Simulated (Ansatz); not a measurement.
Ideal-gas functions of H3O3STa (`[OH][Ta]([OH])([OH])=[S]`) at 600 K and 1 bar, from an Ansatz frequency run at PBE0-D4/def2-TZVP.

Molar mass 264.04 g/mol, point group C3v (symmetry number 3), electronic degeneracy 1, moments of inertia 172.313, 252.169, 252.174 u Å². Harmonic wavenumbers (cm⁻¹, unscaled): 163, 163, 204, 204, 204, 294, 312, 312, 494, 495, 513, 547, 717, 717, 727, 3932, 3932, 3937.

Use S(trans) = R[1.5 ln M + 2.5 ln T − 1.1517]; rotational temperatures θ = 24.2544 K / I; S(rot) = R[ln(√π/σ · √(T³/θAθBθC)) + 1.5]; for each mode x = 1.438777 ν̃/T, S = R[x/(eˣ − 1) − ln(1 − e⁻ˣ)] and H = RT x/(eˣ − 1); 1 cm⁻¹ = 0.0119627 kJ/mol; R = 8.31446 J/(mol·K).

Task: By hand: the entropy, in J/(mol·K).

Result: Translation 192.9. Rotation: θ = 0.1408, 0.0962, 0.0962 K, giving 115.5. Vibration, mode by mode: 16.18, 16.18, 14.34, 14.34, 14.34, 11.39, 10.92, 10.92, 7.38, 7.36, 7.10, 6.63, 4.76, 4.76, 4.67, 0.01, 0.01, 0.01, in all 151.3. Electronic 0.0. Sum 459.7 J/(mol·K).

Task: By hand: H − E and G − E in kJ/mol, counted from the electronic energy.

Result: Zero-point energy ½ × 17867 × 0.0119627 = 106.9; thermal vibration 45.6; translation, rotation and pV give 4 RT = 20.0. H − E = 172.5 kJ/mol, and G − E = 172.5 − 600 × 459.7/1000 = -103.3 kJ/mol.

Vibration gives 33 % of the entropy. The sum counts one conformer and one mirror image; others add a mixing term.
